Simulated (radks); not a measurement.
The numbers below are computed, except where a source is named.
Problem. These are the eigenvalues of the occupied orbitals of an atom or ion with whole-number occupations (Ry). Code: a radial shooting solver on a logarithmic mesh with Libxc functionals. Model: Dirac Kohn-Sham, PBE, spin-unpolarised, spherical densities, point nucleus.

| orbital | eigenvalue |
|---|---|
| 1s1/2 | -436.6628 |
| 2s1/2 | -53.65577 |
| 2p1/2 | -46.24599 |
| 2p3/2 | -45.61106 |
| 3s1/2 | -9.75805 |
| 3p1/2 | -7.65898 |
| 3p3/2 | -7.57663 |
| 3d3/2 | -4.26823 |
| 3d5/2 | -4.25892 |

Which element is it, and in what charge state? The configuration may be excited. Open shells, if any, are shared by 2j + 1.

Solution. Z = 24, chromium, charge +4: Cr4+ in [Ar] 3d2. The list shows which subshells hold electrons but not how many an open one holds; the 1s level, -218.33 hartree, gives Z - s = 20.9 by -(Z - s)^2/2, which with screening and relativity narrows Z to a few neighbours, and the depths of the outer levels then fix element, charge and occupations together.
